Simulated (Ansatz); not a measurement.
All numbers were calculated with Ansatz.

C₂H₁₀AlNSi at its PBE0-D4/def2-TZVP geometry, where that method's forces vanish. Total charge 0; spin multiplicity 1. The bonds changed during the relaxation, so this is another structure than the one it started from.

| atom | x (Å) | y (Å) | z (Å) |
| --- | --- | --- | --- |
| C1 | 0.3151 | -1.2311 | -1.8290 |
| Al2 | -0.1495 | -0.0376 | -0.3457 |
| Si3 | 0.4230 | 2.3449 | -0.2293 |
| C4 | -1.2538 | -0.7032 | 1.1254 |
| N5 | 0.2268 | -0.8461 | 1.4514 |
| H6 | 0.1267 | -2.2810 | -1.5839 |
| H7 | 1.3668 | -1.1373 | -2.1151 |
| H8 | -0.2776 | -0.9989 | -2.7197 |
| H9 | 0.4127 | 2.8259 | 1.1895 |
| H10 | 1.7772 | 2.6834 | -0.7635 |
| H11 | -0.5375 | 3.2253 | -0.9609 |
| H12 | -1.7271 | -1.6820 | 1.0920 |
| H13 | -1.7506 | -0.0710 | 1.8564 |
| H14 | 0.5224 | -0.2899 | 2.2413 |
| H15 | 0.5252 | -1.8015 | 1.5911 |

(1) For each bond, give half the difference of the two atoms' forces along it (eV/Å; positive pushes the atoms apart) under PBE-D4, r2SCAN-D4, B3LYP-D4, ωB97M-V in def2-TZVPP. (An estimate is asked.)

## Answers

(1) The calculation gave: 
| bond | length (Å) | PBE-D4 | r2SCAN-D4 | B3LYP-D4 | ωB97M-V |
| --- | --- | --- | --- | --- | --- |
| C1–Al2 | 1.960 | -0.05 | -0.02 | 0.03 | 0.01 |
| C1–H6 | 1.095 | 0.12 | 0.00 | -0.03 | -0.04 |
| C1–H7 | 1.094 | 0.11 | 0.00 | -0.03 | -0.04 |
| C1–H8 | 1.095 | 0.12 | 0.00 | -0.04 | -0.05 |
| Al2–Si3 | 2.453 | -0.16 | -0.01 | 0.01 | 0.01 |
| Al2–C4 | 1.956 | 0.14 | 0.08 | 0.14 | 0.09 |
| Al2–N5 | 2.006 | 0.05 | 0.02 | 0.12 | 0.11 |
| Si3–H9 | 1.498 | 0.10 | -0.01 | -0.05 | -0.08 |
| Si3–H10 | 1.495 | 0.10 | -0.01 | -0.06 | -0.09 |
| Si3–H11 | 1.494 | 0.11 | -0.01 | -0.06 | -0.10 |
| C4–N5 | 1.523 | 0.11 | 0.27 | 0.34 | 0.28 |
| C4–H12 | 1.088 | 0.08 | -0.06 | -0.12 | -0.10 |
| C4–H13 | 1.087 | 0.07 | -0.07 | -0.12 | -0.10 |
| N5–H14 | 1.010 | 0.19 | -0.02 | -0.07 | -0.08 |

B3LYP here is the variant with VWN-RPA as its local correlation; programs differ in this.
